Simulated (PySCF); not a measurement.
# Exercise with solution: oscillator strength and radiative lifetime

In(Me)(NH2)2 (CH7InN2), SMILES [In]([NH2])([NH2])[CH3].

The structure is a stationary point at PBE-D3(BJ)/def2-SVP. The def2 effective core potentials stand for the cores of In; spin–orbit coupling is left out. Other conformers were not sampled.

TDA-PBE/def2-SVPD (PySCF 2.14.0) puts the first singlet state with f over 0.02 at 4.07 eV (vertical), with the transition dipole (-0.099, 0.379, -0.426) in atomic units.

**Question.** Find the oscillator strength, the wavelength and the radiative lifetime that this transition would have in vacuum if emission retraced absorption.

**Answer.** 
|μ|² = 0.3349 au, so |μ| = 1.47 D. ΔE = 4.07/27.211 = 0.1496 hartree. f = (2/3) ΔE |μ|² = 0.033 (the program prints 0.033).
λ = 1239.84/4.07 = 305 nm; ν = 32827 cm⁻¹.
Einstein's coefficient A = 0.6670 ν² f s⁻¹ (ν in cm⁻¹) = 2.4e7 s⁻¹, so τ = 1/A = 42 ns. This state is S1. The figure is the radiative limit of this one transition; relaxation, internal conversion, crossing to triplets and a medium change what is measured.
